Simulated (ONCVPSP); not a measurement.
## Before and after: ONCV potential for Cr (Z = 24)

ONCVPSP 4.0.1 input, shortened (lines: element, Z, core and valence counts, functional; n l f; lmax; l rc ep ncon nbas qcut; lloc lpopt rc5 dvloc0; l nproj debl; icmod fcfact rcfact), PBE, fully relativistic:

```
  Cr 24.00    3    4        4      upf
    1    0    2.00
    2    0    2.00
    2    1    6.00
    3    0    2.00
    3    1    6.00
    3    2    5.00
    4    0    1.00
    2
    0    1.55    0.00    4    8    7.90
    1    0.85    0.00    4    8   10.80
    2    1.05    0.00    4    7    7.90
    4    3    0.60    6.00
    0    2    3.10
    1    2    0.70
    2    2    1.50
    3    5.00    1.75
```

Open shells are filled in proportion to 2j + 1.

In the p channel the program set the typed energies aside and used -1.657, 0.250 Ha (j = l + 1/2; the other j can differ).

Change: s: qcut 10.2.

Cutoffs: the cutoffs (Ha) at which the residual kinetic energy of the hardest occupied pseudo-wave falls to 1 and 0.1 mHa per electron; they do not see the model core or the augmentation charge, which bear on the density cutoff. Errors are all-electron minus pseudo energies relative to the spin-unpolarised reference configuration.

Task: What does the change do?

Result: The potential gets neither clearly harder nor softer (153 Ha and 200 Ha → 153 Ha and 200 Ha); the d channel sets the loose cutoff, while the largest relative change is in s, which becomes harder; the errors of the 3 common tests hardly move; neither file shows a bound ghost.

```tsv
quantity	base	changed
cutoff, loose	153 Ha	153 Ha
cutoff, tight	200 Ha	200 Ha
loose cutoff by channel	s 20 Ha, p 49 Ha, d 153 Ha	s 27 Ha, p 49 Ha, d 153 Ha
bound ghosts	none	none
GHOST(+) flags under 300 eV	s at 254.7 eV	none
tests with a reliable result	3 of 4	3 of 4
error for 3s2 3p6 3d5 4s0, meV [ΔE 6.90 eV]	+1.3	+1.3
error for 3s2 3p6 3d4 4s0, meV [ΔE 22.95 eV]	+1.4	+1.5
error for 3s2 3p5 3d5 4s1, meV [ΔE 51.52 eV]	+15	+15
s: phases at 1.58 bohr within 0.05 rad from the reference energy up to (Ha; the scan ends near 5)	to the end of the scan	to the end of the scan
p3/2: phases at 0.86 bohr within 0.05 rad from the reference energy up to (Ha; the scan ends near 5)	to the end of the scan	to the end of the scan
p1/2: phases at 0.86 bohr within 0.05 rad from the reference energy up to (Ha; the scan ends near 5)	to the end of the scan	to the end of the scan
d5/2: phases at 1.07 bohr within 0.05 rad from the reference energy up to (Ha; the scan ends near 5)	to the end of the scan	to the end of the scan
d3/2: phases at 1.07 bohr within 0.05 rad from the reference energy up to (Ha; the scan ends near 5)	to the end of the scan	to the end of the scan
rms error of d²Exc/dni dnj with the model core, mHa	3.39	3.49
```
